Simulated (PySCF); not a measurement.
AlBFHN, BFH3NSi, CH6N2Si (calculated)

All values are calculated (PySCF 2.14.0). Calculation on a computer-drawn molecule: the log of a Hartree-Fock and frozen-core CCSD(T) single point meant for a local Hartree-Fock minimum, with one planted fault or none, to be diagnosed. Offsets are logged minus clean, where the clean run is the same molecule without the fault. The reference is restricted for singlets and unrestricted otherwise, and also for a bond in bohr or an excited solution. Adding or removing an electron swaps singlet and doublet. The excited solution moves the top pair (singlet) or top alpha electron (doublet) to the lowest empty orbital. Highest occupied and lowest empty are orbital energies over both spins, largest force is the largest gradient component, triples share is (T) over the correlation energy, the T1 limit is 0.02 restricted and 0.045 unrestricted, electrons count all cores, a negative frequency is imaginary (commonest isotopes), and the dipole is about the centre of nuclear charge.

Common to all runs: meant charge 0; meant basis cc-pV(D+d)Z; logged SCF converged yes; logged CC converged yes; logged SCF stable within its kind yes; possible faults no fault, one electron removed, one electron added, multiplicity raised by two, geometry at a saddle point, SCF held on an excited solution, minimal basis STO-3G, one bond length entered in bohr, all coordinates scaled.

```yaml
- entry: 1
  formula: AlBFHN
  logged_structure:
    atoms_angstrom:
      - ["N", -0.7858, -1.5796, -1.1362]
      - [B, -1.7632, -0.8602, -1.3422]
      - [Al, -3.4912, 0.2968, -1.7828]
      - [F, -3.6512, 1.7197, -0.9453]
      - [H, 0.004, -2.1425, -0.9576]
  given:
    meant_multiplicity: 2
    logged_electrons: 35
    logged_basis_functions: 70
    logged_spin_squared: 0.7598
    "logged_highest_occupied [eV]": -8.9428
    "logged_lowest_empty [eV]": 0.53642
    "logged_largest_force [hartree/bohr]": 1.9422e-05
    "logged_lowest_frequency [cm^-1]": 134.67
    logged_T1_diagnostic: 0.019945
    logged_D1_diagnostic: 0.053442
    logged_triples_share: 0.029643
    "logged_dipole_magnitude [debye]": 1.9258
    "logged_energy_HF [hartree]": -421.13888
    "logged_energy_CCSD(T) [hartree]": -421.63954
    drawn_bonds_atom: [1, 2, 3, 1]
    drawn_bonds_other_atom: [2, 3, 4, 5]
    drawn_bonds_order: [2, 1, 1, 1]
  results:
    planted_fault: "no fault"
    "HF_energy_offset_from_clean_run [kcal/mol]": 0.0
    "CCSD(T)_energy_offset_from_clean_run [kcal/mol]": 0.0
- entry: 2
  formula: AlBFHN
  logged_structure:
    atoms_angstrom:
      - ["N", -0.8007, -1.6096, -1.1578]
      - [B, -1.7967, -0.8766, -1.3677]
      - [Al, -3.5576, 0.3024, -1.8166]
      - [F, -3.7206, 1.7524, -0.9633]
      - [H, 0.0041, -2.1832, -0.9757]
  given:
    meant_multiplicity: 2
    logged_electrons: 35
    logged_basis_functions: 70
    logged_spin_squared: 0.7626
    "logged_highest_occupied [eV]": -9.0722
    "logged_lowest_empty [eV]": 0.45947
    "logged_largest_force [hartree/bohr]": 0.025134
    logged_T1_diagnostic: 0.020967
    logged_D1_diagnostic: 0.058381
    logged_triples_share: 0.030581
    "logged_dipole_magnitude [debye]": 2.0298
    "logged_energy_HF [hartree]": -421.13679
    "logged_energy_CCSD(T) [hartree]": -421.64094
    drawn_bonds_atom: [1, 2, 3, 1]
    drawn_bonds_other_atom: [2, 3, 4, 5]
    drawn_bonds_order: [2, 1, 1, 1]
  results:
    planted_fault: "all coordinates scaled, by +1.9 %"
    "HF_energy_offset_from_clean_run [kcal/mol]": 1.307
    "CCSD(T)_energy_offset_from_clean_run [kcal/mol]": -0.8781
- entry: 3
  formula: BFH3NSi
  logged_structure:
    atoms_angstrom:
      - ["N", -1.4025, -3.284, 1.2587]
      - [Si, -0.3171, -2.0124, 0.8999]
      - [B, 0.2071, -1.7126, -1.219]
      - [F, 1.1142, -0.6596, -1.5814]
      - [H, -1.7272, -3.5186, 2.2695]
      - [H, 0.3619, -1.0103, 1.9535]
      - [H, -0.274, -2.4546, -2.1626]
  given:
    meant_multiplicity: 1
    logged_electrons: 38
    logged_basis_functions: 80
    logged_spin_squared: 0.0
    "logged_highest_occupied [eV]": -9.7156
    "logged_lowest_empty [eV]": 0.39528
    "logged_largest_force [hartree/bohr]": 0.05476
    logged_T1_diagnostic: 0.022863
    logged_D1_diagnostic: 0.080412
    logged_triples_share: 0.034429
    "logged_dipole_magnitude [debye]": 1.3138
    "logged_energy_HF [hartree]": -469.21181
    "logged_energy_CCSD(T) [hartree]": -469.80946
    drawn_bonds_atom: [1, 2, 3, 1, 2, 3]
    drawn_bonds_other_atom: [2, 3, 4, 5, 6, 7]
    drawn_bonds_order: [2, 1, 1, 1, 1, 1]
  results:
    planted_fault: "all coordinates scaled, by +8.2 %"
    "HF_energy_offset_from_clean_run [kcal/mol]": 26.87
    "CCSD(T)_energy_offset_from_clean_run [kcal/mol]": 15.08
  notes: ["T1 above single-reference limit"]
- entry: 4
  formula: CH6N2Si
  logged_structure:
    atoms_angstrom:
      - ["N", -2.8929, 0.9869, 0.1186]
      - [Si, -1.9896, 0.3516, -1.0037]
      - [C, -0.2359, 0.9475, -1.2847]
      - ["N", 0.6858, -0.188, -1.215]
      - [H, -3.8376, 0.6944, 0.2903]
      - [H, -2.3506, -0.7304, -1.9456]
      - [H, -0.0078, 1.7765, -0.6057]
      - [H, -0.2017, 1.3518, -2.3021]
      - [H, 0.828, -0.4628, -0.2574]
      - [H, 1.5918, 0.0737, -1.5645]
  given:
    meant_multiplicity: 1
    logged_electrons: 40
    logged_basis_functions: 30
    logged_spin_squared: 0.0
    "logged_highest_occupied [eV]": -6.904
    "logged_lowest_empty [eV]": 7.6731
    "logged_largest_force [hartree/bohr]": 0.039898
    logged_T1_diagnostic: 0.014704
    logged_D1_diagnostic: 0.064717
    logged_triples_share: 0.016526
    "logged_dipole_magnitude [debye]": 1.4172
    "logged_energy_HF [hartree]": -433.87624
    "logged_energy_CCSD(T) [hartree]": -434.14257
    drawn_bonds_atom: [1, 2, 3, 1, 2, 3, 3, 4, 4]
    drawn_bonds_other_atom: [2, 3, 4, 5, 6, 7, 8, 9, 10]
    drawn_bonds_order: [2, 1, 1, 1, 1, 1, 1, 1, 1]
  results:
    planted_fault: "minimal basis STO-3G"
    "HF_energy_offset_from_clean_run [kcal/mol]": 3313
    "CCSD(T)_energy_offset_from_clean_run [kcal/mol]": 3548
```
